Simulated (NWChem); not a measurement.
# BH2F; SMILES BF

Computed with NWChem. Pople sets run with spherical d functions. Structure relaxed at the B3LYP/6-31G* (spherical d) level. Core excitations by TDA in a window of 1s orbitals, non-relativistic and unshifted: absolute energies depend strongly on the exact-exchange share.

| level | first 1s excitation (eV) | dipole oscillator strength of the first | first state with f > 0.002 (eV) | dipole oscillator strength of that state |
|---|---|---|---|---|
| B K edge, PBE/def2-TZVP | 176.7 | 0.0482 | 176.7 | 0.0482 |
| B K edge, B3LYP/6-311G** | 181.4 | 0.0669 | 181.4 | 0.0669 |
| F K edge, BHandHLYP/def2-TZVP | 683.6 | 0.0194 | 683.6 | 0.0194 |
| F K edge, PBE0/6-311G** | 670.6 | 0.0157 | 670.6 | 0.0157 |
